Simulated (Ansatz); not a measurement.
Relaxation of FGeH₃O (6 atoms, charge 0, multiplicity 1), to a largest force component of 0.02 eV/Å in at most 40 steps.

The calculation used Ansatz 0.2.0, RKS PBE/def2-SVP.

```xyz
6
Properties=species:S:1:pos:R:3:forces:R:3
Ge 0.000 0.000 0.000 -0.72 0.02 -2.75
F 0.000 0.000 1.680 0.03 -0.01 2.51
O 1.669 0.000 -0.589 0.90 -1.34 -0.30
H 1.986 -0.952 -0.706 -0.42 1.44 0.22
H -0.730 1.265 -0.516 0.22 0.12 0.16
H -0.730 -1.265 -0.516 -0.01 -0.22 0.16
```

Problem. Where does it end, and by what steps?

Solution. It converged. The force dipped under the threshold on the way, but the program's further checks kept it going. After 8 steps the energy has fallen by 0.177 eV; H4 moved furthest, 0.21 Å.

```json
{"step": "0", "energy less start (eV)": "0.0000", "largest force component (eV/Å)": "2.754", "accepted": "yes"}
{"step": "1", "energy less start (eV)": "-0.1346", "largest force component (eV/Å)": "1.245", "accepted": "yes"}
{"step": "2", "energy less start (eV)": "-0.1712", "largest force component (eV/Å)": "0.129", "accepted": "yes"}
{"step": "3", "energy less start (eV)": "-0.1729", "largest force component (eV/Å)": "0.479", "accepted": "yes"}
{"step": "4", "energy less start (eV)": "-0.1758", "largest force component (eV/Å)": "0.142", "accepted": "yes"}
{"step": "5", "energy less start (eV)": "-0.1758", "largest force component (eV/Å)": "0.181", "accepted": "yes"}
{"step": "6", "energy less start (eV)": "-0.1773", "largest force component (eV/Å)": "0.011", "accepted": "yes"}
{"step": "7", "energy less start (eV)": "-0.1769", "largest force component (eV/Å)": "0.097", "accepted": "no"}
{"step": "8", "energy less start (eV)": "-0.1773", "largest force component (eV/Å)": "0.002", "accepted": "yes"}
```

```xyz
6
Properties=species:S:1:pos:R:3
Ge -0.051 -0.026 -0.080
F 0.043 -0.069 1.678
O 1.613 -0.016 -0.724
H 2.072 -0.858 -0.545
H -0.656 1.327 -0.500
H -0.828 -1.309 -0.477
```

Run time: 14 s on 1 thread of Arm Neoverse V2 (shared host), peak memory 0.13 GiB.
